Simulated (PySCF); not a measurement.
**Core-level binding energies of Si(CCH)2Me2**

Si(CCH)2Me2, C6H8Si.
Cartesian coordinates in Å at the PBE0-D3(BJ)/def2-SVP level; atoms count from 1:
```xyz
15
C6H8Si angstrom
Si    -0.052   -0.005   -0.031
C     -0.019   -0.018    1.812
C     -0.027   -0.028    3.029
H     -0.033   -0.037    4.104
C      1.692   -0.008   -0.624
C      2.836   -0.008   -1.039
H      3.849   -0.009   -1.400
C     -0.895    1.557   -0.623
H     -0.866    1.611   -1.722
H     -0.391    2.447   -0.219
H     -1.947    1.575   -0.299
C     -0.913   -1.550   -0.641
H     -1.948   -1.586   -0.271
H     -0.386   -2.448   -0.289
H     -0.933   -1.569   -1.742
```

Computed with delta-SCF UKS SCAN, pcX-2 on the ionised atom, pcseg-1 elsewhere, spin-free X2C (PySCF). Binding energies are ΔSCF values: E(core-ionised, relaxed orbitals) − E(ground state) at a fixed geometry, referred to the vacuum level.

**Question.** Give the core binding energies atom by atom.

**Answer.** 
```json
{"atom(s)": "Si1", "environment": "silicon bonded to 4 C", "level": "Si 2p3/2", "binding energy (eV)": "106.78", "2p1/2 (eV)": "107.40", "above the level's lowest (eV)": "0.00", "count": "1"}
{"atom(s)": "C2/C5", "environment": "carbon bonded to C and Si", "level": "C 1s", "binding energy (eV)": "290.04", "2p1/2 (eV)": "–", "above the level's lowest (eV)": "0.00", "count": "2"}
{"atom(s)": "C8/C12", "environment": "carbon bonded to Si and 3 H", "level": "C 1s", "binding energy (eV)": "290.08", "2p1/2 (eV)": "–", "above the level's lowest (eV)": "+0.04", "count": "2"}
{"atom(s)": "C3/C6", "environment": "carbon bonded to C and H", "level": "C 1s", "binding energy (eV)": "290.27", "2p1/2 (eV)": "–", "above the level's lowest (eV)": "+0.23", "count": "2"}
{"atom(s)": "Si1", "environment": "silicon bonded to 4 C", "level": "Si 1s", "binding energy (eV)": "1846.75", "2p1/2 (eV)": "–", "above the level's lowest (eV)": "0.00", "count": "1"}
```

The 3 C 1s values lie within 0.23 eV of each other; Gaussian lines of 0.5 eV full width would blend them into one maximum.

**Question.** Which effective nuclear charge Zeff reproduces each element's mean 1s value in the hydrogen-like formula E = 13.606 eV × Zeff²?

**Answer.** C (Z = 6): mean 290.1 eV, Zeff = 4.62, Z − Zeff = 1.38; Si (Z = 14): mean 1846.8 eV, Zeff = 11.65, Z − Zeff = 2.35. Means run over the listed sites, weighted by atom count.

Atoms equivalent by their bonding share one computed value, that of the first of them. Spin contamination (⟨S²⟩ against 0.75 for a pure doublet) is marked for C 1s of C2/C5 (0.86), which makes this value less certain. The 2p values aren't plain energy differences: one relaxed spin-free 2p hole is combined with a matrix within the shell (ground-state 2p orbital-energy differences and spin–orbit coupling). 2p3/2, the mean of its two sublevels, lies a third of the splitting below the shell's mean and 2p1/2 two thirds above it; the statistical areas are 2:1. 2p1/2 minus 2p3/2 (ligand field included): Si 0.63 eV. Geometry: PBE0-D3(BJ)/def2-SVP; no solvent, vibrations or thermal averaging.

On one thread of an AMD EPYC (shared host), this took 92 s and 0.66 GiB of memory at its peak.
